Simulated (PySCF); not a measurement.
Potential energy curve for Na₂ (cation, charge +1), doublet.

- ROHF/6-31G (PySCF)
- UMP2/3-21G = PySCF with unrestricted MP2 (frozen core)/3-21G
- UKS-LDA (SVWN5) = unrestricted LDA (SVWN5)/6-31G run with PySCF
- UCCSD(T) = CCSD(T) on UHF/6-31G, 2 core orbitals frozen in PySCF

Energies relative to the lowest point of each curve near equilibrium, in kJ/mol:

```csv
R / Å,ROHF,UMP2/3-21G,UKS-LDA (SVWN5)
3.55,0.4,0.7,0.0
3.65,0.0,0.0,0.2
4.02,3.1,2.4,3.8
4.22,6.9,6.1,7.0
4.92,24.5,24.2,19.4
5.50,39.1,39.6,27.7
5.97,49.4,50.5,32.1
6.65,61.9,63.6,35.3
7.31,71.0,73.2,35.8
8.97,83.5,86.6,31.8
9.81,86.1,89.6,29.2
10.91,87.8,91.6,26.0
```

Q: What does UCCSD(T) give at the same points?

A: 3.55: 0.4; 3.65: 0.0; 4.02: 3.3; 4.22: 7.2; 4.92: 24.9; 5.50: 39.4; 5.97: 49.8; 6.65: 62.2; 7.31: 71.4; 8.97: 83.8; 9.81: 86.4; 10.91: 88.1 (kJ/mol).

At the longest distance UKS-LDA (SVWN5) leaves fractional charges on the fragments, a sign of delocalisation error or of the restricted form.
